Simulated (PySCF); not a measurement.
C$_{6}$H$_{14}$Zn (SMILES C[CH](C)[Zn][CH](C)C), singlet, geometry from GFN2-xTB (such geometries of metal compounds can be far from the true shape), atoms displaced at random by about 0.03 Å a coordinate; R2SCAN/STO-3G, gradient in PySCF.

The PySCF input:
```python
from pyscf import gto, scf, dft

mol = gto.Mole()
mol.atom = '''
    Zn   -0.385463    0.711941    0.313674
    C    -0.100897   -0.813681    1.790676
    C     1.371561   -1.333424    1.600448
    C    -1.089030   -1.929971    1.611496
    H    -0.165636   -0.494576    2.835685
    H     1.539090   -2.198997    2.261432
    H     1.494752   -1.704216    0.659444
    H     2.051735   -0.533516    1.876681
    H    -2.137478   -1.613891    1.825792
    H    -0.889257   -2.810024    2.254179
    H    -1.061285   -2.314116    0.549844
    C    -0.027912    1.001456   -1.698984
    C    -0.430415   -0.278213   -2.393034
    C     1.486968    1.296277   -1.966047
    H    -0.573059    1.845992   -2.144715
    H    -0.189504   -0.295392   -3.449025
    H     0.088909   -1.103494   -1.996109
    H    -1.458005   -0.480596   -2.296070
    H     1.698375    2.276227   -1.486057
    H     1.749902    1.370586   -2.986802
    H     2.078187    0.533366   -1.511125
'''
mol.basis = 'sto-3g'
mol.charge = 0
mol.spin = 0
mol.verbose = 4
mol.build()

mf = dft.RKS(mol)
mf.xc = 'r2scan'
mf.kernel()
g = mf.nuc_grad_method()
grad = g.kernel()
```

Output, abridged:

```
PySCF version 2.14.0

[INPUT] verbose = 4
[INPUT] num. atoms = 21
[INPUT] num. electrons = 80
[INPUT] charge = 0
[INPUT] spin (= nelec alpha-beta = 2S) = 0
[INPUT] symmetry False subgroup None
[INPUT] Mole.unit = angstrom
[INPUT] Symbol           X                Y                Z      unit          X                Y                Z       unit  Magmom
[...]
nuclear repulsion = 509.520398021893
number of shells = 40
number of NR pGTOs = 186
number of NR cGTOs = 62
basis = sto-3g
ecp = {}

******** <class 'pyscf.dft.rks.RKS'> ********
method = RKS
initial guess = minao
damping factor = 0
level_shift factor = 0
DIIS = <class 'pyscf.scf.diis.CDIIS'>
diis_start_cycle = 1
diis_space = 8
diis_damp = 0
SCF conv_tol = 1e-09
SCF conv_tol_grad = None
SCF max_cycles = 50
direct_scf = True
direct_scf_tol = 1e-13
XC library pyscf.dft.libxc version 7.1.2
    S. Lehtola, C. Steigemann, M. J. T. Oliveira, and M. A. L. Marques,  SoftwareX 7, 1–5 (2018)
XC functionals = r2scan
    J. W. Furness, A. D. Kaplan, J. Ning, J. P. Perdew, and J. Sun,  J. Phys. Chem. Lett. 11, 8208–8215 (2020)
    J. W. Furness, A. D. Kaplan, J. Ning, J. P. Perdew, and J. Sun,  J. Phys. Chem. Lett. 11, 9248–9248 (2020)
    J. W. Furness, A. D. Kaplan, J. Ning, J. P. Perdew, and J. Sun,  J. Phys. Chem. Lett. 11, 8208–8215 (2020)
    J. W. Furness, A. D. Kaplan, J. Ning, J. P. Perdew, and J. Sun,  J. Phys. Chem. Lett. 11, 9248–9248 (2020)
radial grids:
    Treutler-Ahlrichs [JCP 102, 346 (1995); DOI:10.1063/1.469408] (M4) radial grids

becke partition: Becke, JCP 88, 2547 (1988); DOI:10.1063/1.454033
pruning grids: <function nwchem_prune>
grids dens level: 3
symmetrized grids: False
atomic radii adjust function: <function treutler_atomic_radii_adjust>
small_rho_cutoff = 0
Set gradient conv threshold to 3.16228e-05
Initial guess from minao.
tot grids = 242664
init E= -1990.84064512327
[...]
cycle= 1 E= -1982.56280745991  delta_E= 8.28  |g|= 5.14  |ddm|= 7.83
[...]
cycle= 2 E= -1984.89222701852  delta_E= -2.33  |g|= 2.14  |ddm|= 6.55
[...]
cycle= 3 E= -1936.78954204012  delta_E= 48.1  |g|= 6.69  |ddm|= 15.1
[...]
cycle= 4 E= -1978.90942715541  delta_E= -42.1  |g|= 5.62  |ddm|= 10.7
[...]
cycle= 5 E= -1951.06644650944  delta_E= 27.8  |g|= 8.62  |ddm|=  7.4
[...]
cycle= 6 E= -1949.47705319361  delta_E= 1.59  |g|= 7.07  |ddm|= 0.884
[...]
cycle= 7 E= -1974.87104287301  delta_E= -25.4  |g|= 7.83  |ddm|= 6.75
[...]
cycle= 8 E= -1968.83190882332  delta_E= 6.04  |g|= 10.5  |ddm|=  2.4
[...]
cycle= 9 E= -1973.17890357414  delta_E= -4.35  |g|= 8.73  |ddm|= 1.69
[...]
cycle= 10 E= -1949.43905944094  delta_E= 23.7  |g|= 6.68  |ddm|=  6.4
[...]
cycle= 11 E= -1981.69017035966  delta_E= -32.3  |g|= 3.19  |ddm|= 13.1
[...]
cycle= 12 E= -1991.54608869985  delta_E= -9.86  |g|= 1.54  |ddm|=  7.5
[...]
cycle= 13 E= -1959.70482741371  delta_E= 31.8  |g|= 4.58  |ddm|= 9.77
[...]
cycle= 14 E= -1960.05554132081  delta_E= -0.351  |g|= 4.62  |ddm|= 0.489
[...]
cycle= 15 E= -1960.01326644978  delta_E= 0.0423  |g|= 4.63  |ddm|= 0.181
[...]
cycle= 16 E= -1960.15557060896  delta_E= -0.142  |g|= 4.65  |ddm|= 0.422
[...]
cycle= 17 E= -1960.27410495188  delta_E= -0.119  |g|=  4.7  |ddm|= 0.331
[...]
cycle= 18 E= -1960.57113539649  delta_E= -0.297  |g|= 4.85  |ddm|= 0.38
[...]
cycle= 19 E= -1960.18854193477  delta_E= 0.383  |g|= 4.86  |ddm|= 0.477
[...]
cycle= 20 E= -1989.39287361643  delta_E= -29.2  |g|= 2.63  |ddm|= 9.99
[...]
cycle= 21 E= -1987.90058860245  delta_E= 1.49  |g|= 2.63  |ddm|= 3.69
[...]
cycle= 22 E= -1991.49970919588  delta_E= -3.6  |g|= 1.16  |ddm|= 3.71
[...]
cycle= 23 E= -1992.38693804111  delta_E= -0.887  |g|= 0.879  |ddm|= 2.32
[...]
cycle= 24 E= -1992.17782008254  delta_E= 0.209  |g|= 1.04  |ddm|= 1.02
[...]
cycle= 25 E= -1992.25497303383  delta_E= -0.0772  |g|= 0.99  |ddm|= 0.161
[...]
cycle= 26 E= -1989.8961902441  delta_E= 2.36  |g|= 1.62  |ddm|= 4.47
[...]
cycle= 27 E= -1992.6746253157  delta_E= -2.78  |g|= 0.248  |ddm|= 4.38
[...]
cycle= 28 E= -1989.89318773083  delta_E= 2.78  |g|= 1.63  |ddm|= 4.37
[...]
cycle= 29 E= -1989.9306740244  delta_E= -0.0375  |g|= 1.58  |ddm|= 0.159

WARN: HOMO 0.00861564907487522 == LUMO 0.00934149492766212

cycle= 30 E= -1992.48070184683  delta_E= -2.55  |g|= 0.395  |ddm|= 3.19
[...]
cycle= 31 E= -1992.56910924523  delta_E= -0.0884  |g|= 0.561  |ddm|= 3.06
[...]
cycle= 32 E= -1992.56489241947  delta_E= 0.00422  |g|= 0.57  |ddm|= 0.0414
[...]
cycle= 33 E= -1992.53371149079  delta_E= 0.0312  |g|= 0.628  |ddm|= 0.119
[...]
cycle= 34 E= -1992.53096248562  delta_E= 0.00275  |g|= 0.631  |ddm|= 0.137
[...]
cycle= 35 E= -1992.55966649821  delta_E= -0.0287  |g|= 0.574  |ddm|= 0.494
[...]
cycle= 36 E= -1992.4639021122  delta_E= 0.0958  |g|= 0.455  |ddm|= 2.97
[...]
cycle= 37 E= -1990.10415546011  delta_E= 2.36  |g|= 1.72  |ddm|= 3.16
[...]
cycle= 38 E= -1992.44307091224  delta_E= -2.34  |g|= 0.493  |ddm|= 3.12
[...]
cycle= 39 E= -1990.183394367  delta_E= 2.26  |g|= 1.75  |ddm|=  3.1
[...]
cycle= 40 E= -1992.45953612612  delta_E= -2.28  |g|= 0.485  |ddm|= 3.15
[...]
cycle= 41 E= -1992.60842820297  delta_E= -0.149  |g|= 0.475  |ddm|= 2.95
[...]
cycle= 42 E= -1992.65590250347  delta_E= -0.0475  |g|= 0.315  |ddm|= 0.815
[...]
cycle= 43 E= -1992.6623022726  delta_E= -0.0064  |g|= 0.23  |ddm|=    2
[...]
cycle= 44 E= -1992.68525551397  delta_E= -0.023  |g|= 0.173  |ddm|= 1.79
[...]
cycle= 45 E= -1992.36303962975  delta_E= 0.322  |g|= 0.746  |ddm|= 3.14
[...]
cycle= 46 E= -1992.38623076578  delta_E= -0.0232  |g|= 0.71  |ddm|= 0.0822
[...]
cycle= 47 E= -1992.51706135348  delta_E= -0.131  |g|= 0.483  |ddm|= 0.69
[...]
cycle= 48 E= -1992.63340157814  delta_E= -0.116  |g|= 0.312  |ddm|= 0.907
[...]
cycle= 49 E= -1989.95788616553  delta_E= 2.68  |g|= 1.64  |ddm|= 3.62
[...]
cycle= 50 E= -1990.00998581383  delta_E= -0.0521  |g|=  1.7  |ddm|= 1.29
SCF not converged.
SCF energy = -1990.00998581383

WARN: Ground state RKS not converged

******** <class 'pyscf.grad.rks.Gradients'> for <class 'pyscf.dft.rks.RKS'> ********
unit = Eh/Bohr
grid_response = False
--------------- RKS gradients ---------------
         x                y                z
0 Zn     0.0271460580    -0.0464088042    -0.0413547032
1 C    -0.0338835331    -0.0572638376     0.1016658019
2 C     0.0381710660     0.0014218620    -0.0818188927
3 C     0.0244248353     0.0408276581     0.0211135022
4 H     0.0028858913    -0.0146069172     0.0015546836
5 H    -0.0074198823    -0.0005193014    -0.0065925327
6 H    -0.0183036023     0.0172841900     0.0705868978
7 H    -0.0125736670    -0.0013788301     0.0053675444
8 H    -0.0106776957     0.0016263672     0.0034239656
9 H     0.0000198108    -0.0005175574    -0.0022143301
10 H     0.0041308228    -0.0046021111    -0.0214824058
11 C    -0.0176377518     0.0393974337    -0.0936722768
12 C    -0.0187416105    -0.0063579887     0.0376223975
13 C     0.0294496570    -0.0257073926    -0.0293849573
14 H     0.0060309393     0.0010244447    -0.0062606183
15 H    -0.0001641459    -0.0025877387     0.0213704302
16 H    -0.0181157755     0.0297798256    -0.0149916481
17 H     0.0415550968     0.0066275295    -0.0021925091
18 H    -0.0075164235     0.0096278061     0.0041339194
19 H    -0.0081586380    -0.0022864250     0.0410181753
20 H    -0.0199917597     0.0145379112    -0.0089155755
----------------------------------------------
```

Convergence was not reached.
